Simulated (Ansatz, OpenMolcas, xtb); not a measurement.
# Ligand exchange: GeH3Cl + BBr2F → GeH3F + BBr2Cl

Species: GeH3Cl (chlorogermane) `[Cl][GeH3]`, singlet; BBr2F (dibromofluoroborane) `FB(Br)Br`, singlet; GeH3F `[F][GeH3]`, singlet; BBr2Cl (dibromo(chloro)borane) `ClB(Br)Br`, singlet. The partners trade Cl for F: Ge–Cl and B–F bonds give way to Ge–F and B–Cl.

Shapes, held fixed at every level: PBE0-D4/def2-TZVP. Programs: Ansatz 0.2.0, OpenMolcas 26.06, xtb 6.7.1. The zero-point and thermal change to 298 K, harmonic and unscaled (PBE0-D4/def2-TZVP), is -1.5 kJ/mol.

| level | kind | ΔH(298 K) (kJ/mol) | less CCSD(T)/def2-TZVPP |
| --- | --- | --- | --- |
| GFN1-xTB | semi-empirical | +129.5 | +58.9 |
| SPW92/def2-TZVPP | LDA | +72.5 | +1.9 |
| B3LYP/6-31G* (Cartesian functions) | global hybrid | +85.2 | +14.6 |
| PBE0-D4/def2-TZVPP | global hybrid | +72.3 | +1.7 |
| r2SCAN0-D4/def2-TZVPP | global hybrid | +75.6 | +5.0 |
| B2PLYP/def2-TZVPP | double hybrid | +71.1 | +0.5 |
| MP2/def2-TZVPP | perturbation theory | +64.7 | -5.9 |
| CCSD(T)/def2-TZVPP | coupled cluster or CI | +70.6 | 0.0 |

The highest level, CCSD(T)/def2-TZVPP, gives ΔH(298 K) = +70.6 kJ/mol; the levels span +64.7 to +129.5. GFN1-xTB strays far from the other rows. The column of differences is taken from that level and isn't an error. No measured value is set beside it here. Relativity is left out for Br, Ge. Outer-core shells of Br, Ge are correlated, in sets that cover them unevenly.
